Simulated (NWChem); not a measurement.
System: InBrCl₂; SMILES [Cl][In]([Cl])[Br]

Computed with NWChem. Structure relaxed at the PBE0/def2-SVP level. No frequency run checked for a minimum. def2 effective core potentials on In; no spin-orbit coupling. Ions are spin-unrestricted doublets at the neutral geometry; other ion states weren't tried.

For level PBE/def2-SVP:

```
Property       Value
-------------  -----
−ε(HOMO) (eV)   7.50
```

Q: How do the values read with level PBE0/def2-SVP instead?

A: 
| Item | Value |
|---|---|
| −ε(HOMO) (eV) | 8.87 |
